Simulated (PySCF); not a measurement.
Calculated NMR parameters of O[SiH]1OCCCO1

* Formula: C3H8O3Si
* SMILES: O[SiH]1OCCCO1
* Point group of the computed structure: Cs
* Degrees of unsaturation: 1
* Carbon signals: 2
* Proton signals: 6

Atom-mapped SMILES (the numbers label the heavy atoms): `[OH:1][SiH:2]1[O:3][CH2:4][CH2:5][CH2:6][O:7]1`. Hydrogens are named by the atom that carries them. Ha(C4), Ha(C5), Ha(C6) are cis to O1 on the ring; Hb(C4), Hb(C5), Hb(C6) are trans to O1 on the ring.

Fast rotation and ring inversion assumed for equivalent nuclei, single conformer, non-relativistic Hamiltonian, no solvent. PBE0/pcSseg-1 with gauge-including orbitals; GFN2-xTB geometry; PySCF 2.14.

Referencing at the same level of theory: 1H (31.72 ppm), 13C (186.93 ppm), 29Si (349.16 ppm) vs TMS; 17O (336.08 ppm) vs H2O.

| carbon | δC, type | δH (multiplicity) | HMBC from (2–3 bonds) | span of the C tensor (ppm) |
| --- | --- | --- | --- | --- |
| C4/C6 | 67.0, CH2 | Ha(C4) 4.35 (m); Hb(C4) 4.27 (m) | Ha(C4)/Ha(C6), Hb(C4)/Hb(C6), H(Si2), Ha(C5), Hb(C5) | 58 |
| C5 | 36.0, CH2 | Hb(C5) 1.22 (m); Ha(C5) 2.13 (m) | Ha(C4)/Ha(C6), Hb(C4)/Hb(C6) | 20 |

Other nuclei:
```tsv
atoms	nucleus	environment	δ (ppm)	σ (ppm)
H(Si2)	1H	hydrogen on a silicon bonded to 3 O, in a 6-membered ring	4.20	27.52
H(O1)	1H	hydrogen on an oxygen bonded to Si	2.22	29.50
Si2	29Si	silicon bonded to 3 O, H, in a 6-membered ring	-58.7	407.9
O3/O7	17O	oxygen bonded to C, Si, in a 6-membered ring	62.3	273.8
O1	17O	oxygen bonded to Si, H	53.2	282.8
```

Carbon types of the structure: 3 × CH2, leaving 2 H on heteroatoms. δC 67.0: sp3 CH2 bonded to O; pulled downfield by the heteroatom. δC 36.0: sp3 CH2 in a ring; aliphatic region, no heteroatom directly attached. δH 4.35, 4.27: hydrogen on an sp3 CH2 bonded to O; its carbon carries O, an electronegative neighbour. δH 4.20: hydrogen on a silicon bonded to 3 O, in a 6-membered ring. δH 2.22: hydrogen on an oxygen bonded to Si; exchangeable, gas-phase position.

OH and NH positions are those of a molecule without intermolecular hydrogen bonds; in solution they move with solvent, concentration and temperature, and exchange usually removes their couplings. Shifts are as computed. Against solution values, carbons near 30 ppm lie about +3 ppm off and those near 130 ppm about +5 ppm. Of 1211 compounds with measured shifts, 218 miss one by over three times the rms of a fit or turn the order of signals round; such compounds aren't used in these exercises. Experimental scales use liquid or dissolved standards, which lie at an offset from isolated H2O (liquid H2O: subtract about 36 ppm). Multiplicities follow the n + 1 count of equivalent neighbours, as no J values were calculated; m marks all less simple cases, F and P coupling included.
